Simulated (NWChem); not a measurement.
Molecule: GaClF$_{2}$; SMILES [F][Ga]([F])[Cl]

Computed with NWChem. Structure relaxed at the PBE0/def2-SVP level. Ions are spin-unrestricted doublets at the neutral geometry; other ion states weren't tried.

Problem. What does the run give for CAM-B3LYP/def2-SVP? Quantities: vertical ionisation energy, ΔSCF (eV); −ε(HOMO) (eV).

Solution. 
```json
{
  "vertical ionisation energy, ΔSCF (eV)": "14.37",
  "−ε(HOMO) (eV)": "11.24"
}
```
